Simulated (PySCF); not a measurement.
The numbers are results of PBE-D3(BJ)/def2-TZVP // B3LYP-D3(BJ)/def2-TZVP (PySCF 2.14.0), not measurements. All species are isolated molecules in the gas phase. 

Reference species (SMILES): `[NH2][AlH][NH2]` (neutral, multiplicity 1).

The dipole moment comes out as 1.28 D.

Changed species: `[NH2][AlH2]` (whole molecule; the reference has whole molecule).

Give the shifts of the dipole moment.

the dipole moment rises by 0.09 D, to 1.37 D.
